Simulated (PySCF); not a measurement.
## Levels of Sc¹⁰⁺ from EOM-EA-GCCSD

Reference: closed-shell Sc¹¹⁺, [Ne]; one electron is added. Calculated with PySCF 2.14, two-component X2C-1e with screened spin-orbit coupling, an even-tempered Gaussian basis (18 s from 0.36 bohr⁻², ratio 2.6; 12 p from 0.47 bohr⁻², ratio 2.6; 6 d from 0.48 bohr⁻², ratio 2.8; 3 f from 19 bohr⁻², ratio 2.8); frozen 1s2; the 44 highest virtual spinors dropped; of the others 44 kept and the rest restored at second order. No Breit or QED terms. Binding energies in eV.

```csv
level,Koopmans,second order,EOM-CCSD
3s1/2,249.14,249.71,249.71
3p1/2,225.44,226.02,226.02
3p3/2,224.59,225.15,225.16
3d3/2,192.09,192.45,192.46
3d5/2,192.01,192.37,192.38
```

Electric-dipole lines between these computed levels:

```json
{"lower": "3s1/2", "upper": "3p1/2", "ΔE (eV)": "23.689", "vacuum wavelength (nm)": "52.34"}
{"lower": "3s1/2", "upper": "3p3/2", "ΔE (eV)": "24.554", "vacuum wavelength (nm)": "50.49"}
{"lower": "3p1/2", "upper": "3d3/2", "ΔE (eV)": "33.568", "vacuum wavelength (nm)": "36.94"}
{"lower": "3p3/2", "upper": "3d3/2", "ΔE (eV)": "32.703", "vacuum wavelength (nm)": "37.91"}
{"lower": "3p3/2", "upper": "3d5/2", "ΔE (eV)": "32.784", "vacuum wavelength (nm)": "37.82"}
```

For comparison, the ionisation energy of Sc¹⁰⁺ is 249.80 eV (semi-empirical (NIST evaluation); NIST Atomic Spectra Database, ionization energies).

Only part of the computed levels is shown.

The screened spin-orbit operator tends to give fine-structure splittings of light species too large.
